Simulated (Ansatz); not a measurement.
Basis-set extrapolation for `BC#CC` (PBE0-D4/def2-TZVP geometry, frozen core, Ansatz). Multiplicity 1, RHF reference.

|  | def2-TZVPP | def2-QZVPP |
| --- | --- | --- |
| HF | -141.188756 | -141.194965 |
| MP2 correlation | -0.570744 | -0.607040 |
| CCSD(T) correlation | -0.630968 | not run |

Energies in hartree. Use E(X) = E(∞) + A·exp(−7.88·√X) for Hartree–Fock and E(X) = E(∞) + B·X^(−2.97) for correlation, with X = 3 and 4, and add CCSD(T) minus MP2 of the smaller set to the MP2 limit.

Q: What is the CCSD(T) energy at the basis-set limit?

A: HF limit: -141.194965 + (-0.006209) × 0.13774 = -141.19582. MP2 limit: -0.607040 + (-0.036296) × 0.74074 = -0.63393. Higher-order term: -0.630968 − (-0.570744) = -0.06022. Total: -141.88997 hartree, 184.4 kJ/mol below CCSD(T)/def2-TZVPP.
